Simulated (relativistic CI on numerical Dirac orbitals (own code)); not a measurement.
## One change at a time: Ta LXIII

Base calculation: Dirac-Coulomb-Breit CI, KLI orbitals optimised for each configuration, QED by a radiative potential, unscaled Slater integrals.

Configuration list (outside the closed core [Ne]): 3s, 3p, 3d, 4s, 4p, 4d, 4f, 5s, 5p, 5d, 5f, 5g, 6s, 6p, 6d. Levels of other configurations are missing.

The lowest level and the first level of each name with at least 55 % of one term (blank where a level has no safe partner in the second run):

```
    Level  Base (eV)  Shift (eV)
 3s ²S1/2       0.00        0.00
3p ²P°1/2     156.43       +0.08
3p ²P°3/2     506.92       +0.08
 3d ²D3/2     690.68       -0.22
 3d ²D5/2     770.43       -0.22
 4s ²S1/2    3145.87       -0.08
4p ²P°1/2    3210.49       -0.02
4p ²P°3/2    3353.97       -0.02
 4d ²D3/2    3423.69       -0.06
 4d ²D5/2    3458.17       -0.06
4f ²F°5/2    3494.74       +0.32
4f ²F°7/2    3509.88       +0.32
 5s ²S1/2    4545.63       +0.18
5p ²P°1/2    4578.06       +0.20
5p ²P°3/2    4650.21       +0.20
 5d ²D3/2    4684.33       +0.15
 5d ²D5/2    4702.10       +0.15
5f ²F°5/2    4720.22       +0.16
5f ²F°7/2    4728.00       +0.16
 5g ²G7/2    4730.50       +0.05
 5g ²G9/2    4735.12       +0.05
 6s ²S1/2    5287.34       +0.31
```

At this charge energies of transitions that change n are usually good to better than 1 %, and those within a shell (Δn = 0) to a few per cent.

Q: One thing was changed in a second run, which moved the levels as shown. Which?
A. configuration mixing switched off
B. QED terms removed
C. P86 correlation estimate
D. Breit term removed

A: C. P86 correlation estimate. A correlation estimate moves all levels of a configuration together before mixing; mixed levels move by a weighted share.
